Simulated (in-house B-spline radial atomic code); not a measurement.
Spin-orbit splittings of orbital energies (j = l + 1/2 less j = l - 1/2) and ratios of mean radii (lower j over upper j) along the 15-electron series, configuration [Ne] 3s2 3p3. Computed with an all-electron radial atomic-structure program (B-spline basis): Dirac-Hartree-Fock, average of the configuration, finite nuclei.

```json
{"ion": "Tc28+", "Z": "43", "splitting of 3p (eV)": "28.108", "radius ratio of 3p": "0.98109", "splitting of 2p (eV)": "121.84", "radius ratio of 2p": "0.96601"}
{"ion": "Ru29+", "Z": "44", "splitting of 3p (eV)": "31.354", "radius ratio of 3p": "0.98016", "splitting of 2p (eV)": "134.91", "radius ratio of 2p": "0.96436"}
{"ion": "Rh30+", "Z": "45", "splitting of 3p (eV)": "?", "radius ratio of 3p": "?", "splitting of 2p (eV)": "?", "radius ratio of 2p": "?"}
{"ion": "Pd31+", "Z": "46", "splitting of 3p (eV)": "38.702", "radius ratio of 3p": "0.97824", "splitting of 2p (eV)": "164.27", "radius ratio of 2p": "0.96093"}
{"ion": "Ag32+", "Z": "47", "splitting of 3p (eV)": "42.84", "radius ratio of 3p": "0.97724", "splitting of 2p (eV)": "180.69", "radius ratio of 2p": "0.95914"}
{"ion": "Cd33+", "Z": "48", "splitting of 3p (eV)": "47.31", "radius ratio of 3p": "0.97621", "splitting of 2p (eV)": "198.37", "radius ratio of 2p": "0.95731"}
{"ion": "In34+", "Z": "49", "splitting of 3p (eV)": "?", "radius ratio of 3p": "?", "splitting of 2p (eV)": "?", "radius ratio of 2p": "?"}
{"ion": "Sn35+", "Z": "50", "splitting of 3p (eV)": "57.327", "radius ratio of 3p": "0.97407", "splitting of 2p (eV)": "237.74", "radius ratio of 2p": "0.95351"}
{"ion": "Sb36+", "Z": "51", "splitting of 3p (eV)": "62.915", "radius ratio of 3p": "0.97296", "splitting of 2p (eV)": "259.58", "radius ratio of 2p": "0.95154"}
{"ion": "Te37+", "Z": "52", "splitting of 3p (eV)": "68.918", "radius ratio of 3p": "0.97182", "splitting of 2p (eV)": "282.96", "radius ratio of 2p": "0.94953"}
{"ion": "I38+", "Z": "53", "splitting of 3p (eV)": "75.357", "radius ratio of 3p": "0.97066", "splitting of 2p (eV)": "307.96", "radius ratio of 2p": "0.94747"}
{"ion": "Xe39+", "Z": "54", "splitting of 3p (eV)": "82.256", "radius ratio of 3p": "0.96946", "splitting of 2p (eV)": "334.66", "radius ratio of 2p": "0.94535"}
{"ion": "Cs40+", "Z": "55", "splitting of 3p (eV)": "?", "radius ratio of 3p": "?", "splitting of 2p (eV)": "?", "radius ratio of 2p": "?"}
{"ion": "Ba41+", "Z": "56", "splitting of 3p (eV)": "97.535", "radius ratio of 3p": "0.96699", "splitting of 2p (eV)": "393.52", "radius ratio of 2p": "0.94099"}
{"ion": "La42+", "Z": "57", "splitting of 3p (eV)": "105.96", "radius ratio of 3p": "0.9657", "splitting of 2p (eV)": "425.86", "radius ratio of 2p": "0.93873"}
{"ion": "Ce43+", "Z": "58", "splitting of 3p (eV)": "114.96", "radius ratio of 3p": "0.96439", "splitting of 2p (eV)": "460.27", "radius ratio of 2p": "0.93642"}
{"ion": "Pr44+", "Z": "59", "splitting of 3p (eV)": "124.54", "radius ratio of 3p": "0.96305", "splitting of 2p (eV)": "496.85", "radius ratio of 2p": "0.93405"}
{"ion": "Nd45+", "Z": "60", "splitting of 3p (eV)": "134.75", "radius ratio of 3p": "0.96167", "splitting of 2p (eV)": "535.71", "radius ratio of 2p": "0.93164"}
```

(1) Fill in the row of Rh30+.

(2) Fill in the row of In34+.

(3) Fill in the row of Cs40+.

(4) With what power of Z does the column «splitting of 3p (eV)» change over this range?

Answers

(1) splitting of 3p (eV): 34.88; radius ratio of 3p: 0.97921; splitting of 2p (eV): 149.03; radius ratio of 2p: 0.96267.

(2) splitting of 3p (eV): 52.133; radius ratio of 3p: 0.97515; splitting of 2p (eV): 217.36; radius ratio of 2p: 0.95543.

(3) splitting of 3p (eV): 89.641; radius ratio of 3p: 0.96824; splitting of 2p (eV): 363.15; radius ratio of 2p: 0.94319.

(4) A fit of the logarithm of its size against log Z from Z = 43 to 60 has slope 4.70. An unscreened hydrogenic electron would give 4 at low Z; screening makes the apparent power larger near the neutral end, and relativity raises it again at high Z.
